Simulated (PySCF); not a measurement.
C3H9Bi, SMILES [CH3][Bi]([CH3])[CH3].

Geometry optimised at r2SCAN-D4/def2-SVP. The isomer is the one that the SMILES or the coordinates give; other isomers of the formula were not compared. The def2 effective core potentials stand for the cores of Bi; spin–orbit coupling is left out.

Calculation: PySCF with CAM-B3LYP/def2-TZVP.

Isolated molecule, no solvent.

Computed frontier levels, gap, dipole moment and polarisability:
| Item | Result |
|---|---|
| highest occupied level | -7.85 eV |
| lowest empty level | 0.86 eV |
| orbital gap | 8.71 eV |
| dipole moment | 0.43 D |
| quadrupole, principal values (traceless, Buckingham form, about the centre of nuclear charge) | -1.02, 0.51, 0.51 D·Å |
| mean static polarisability | 89.3 bohr³ (13.23 Å³) |
| polarisability, principal values | 83.1, 92.4, 92.4 bohr³ |
